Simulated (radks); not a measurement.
The numbers below are computed, except where a source is named.
How relativity changes the ionisation of the neon ion Ne2+ ([He] 2s2 2p4) to Ne3+ ([He] 2s2 2p3). Spin-unpolarised spherical Kohn-Sham, PBE, point nucleus unless stated (finite: rms radius 3.0055 fm), a radial shooting solver on a logarithmic mesh with Libxc functionals. A level marked "c x" has the speed of light scaled by that factor and shares open shells by 2j + 1; other Dirac levels either fill j = l - 1/2 first or share by 2j + 1.

level	E(Ne2+) (hartree)	E(Ne3+) (hartree)	IE (eV)	HOMO	<r> HOMO (bohr)
non-rel.	-126.44936	-123.97110	67.437	2p	0.8118
scalar-rel.	-126.59745	-124.11944	67.430	2p	0.8115
scalar-rel., finite nucleus	-126.59741	-124.11939	67.430	2p	0.8115
Dirac, 2j+1 shares	-126.59748	-124.11946	67.430	2p3/2	0.8121
Dirac, low j first	-126.60080	-124.12514	67.366	2p3/2	0.8122
Dirac, 2j+1 shares, finite nucleus	-126.59743	-124.11941	67.430	2p3/2	0.8121
Dirac, c x 1.5	-126.51509	-124.03694	67.434	2p3/2	0.8119
Dirac, c x 3	-126.46578	-123.98754	67.436	2p3/2	0.8118
Dirac, c x 10	-126.45084	-123.97258	67.437	2p3/2	0.8118

NIST Atomic Spectra Database: 63.423 eV (measured). The relativistic part of the total energy of Ne2+ is -0.1481 hartree (Dirac, 2j+1 shares, finite nucleus), 0.12 % of the non-relativistic value. Spin polarisation and multiplet splitting of open shells are left out at every level.

Beside tabulated values, note that spin-unpolarised runs miss the spin-polarisation part of the exchange energy of open shells.
